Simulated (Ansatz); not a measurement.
Start from `[GeH3][GeH2][GeH2][GeH2][GeH3]` and change one atom or group to get `[SiH3][GeH2][GeH2][GeH3]`.

Ansatz, PBE0-D4/def2-TZVP geometries, multiplicity 1. Each molecule was computed in one conformer, which needn't be the lowest.

Scalar relativity is left out up to krypton.

| property | `[GeH3][GeH2][GeH2][GeH2][GeH3]` |
| --- | --- |
| HOMO energy (B3LYP/def2-TZVPP) / eV | -7.44 |
| size of the dipole moment (B3LYP/def2-TZVPP) / D | 0.10 |
| HOMO energy (ωB97M-V/def2-TZVPP) / eV | -9.58 |
| HOMO–LUMO gap (PBE/def2-TZVPP) / eV | 5.66 |
| size of the dipole moment (PBE/def2-TZVPP) / D | 0.08 |
| HOMO–LUMO gap (PBE0/def2-TZVPP) / eV | 7.44 |

Problem. Give the same properties after the change, and the shifts. (An estimate is asked.)

Solution. The calculation gave: 
```csv
property,`[SiH3][GeH2][GeH2][GeH3]`,shift
HOMO energy (B3LYP/def2-TZVPP) / eV,-7.49,-0.05
size of the dipole moment (B3LYP/def2-TZVPP) / D,0.10,0.00
HOMO energy (ωB97M-V/def2-TZVPP) / eV,-9.64,-0.06
HOMO–LUMO gap (PBE/def2-TZVPP) / eV,5.69,0.03
size of the dipole moment (PBE/def2-TZVPP) / D,0.08,0.00
HOMO–LUMO gap (PBE0/def2-TZVPP) / eV,7.51,0.07
```

Dipoles are sizes alone; their direction can turn.

B3LYP here is the variant with VWN-RPA as its local correlation; programs differ in this.
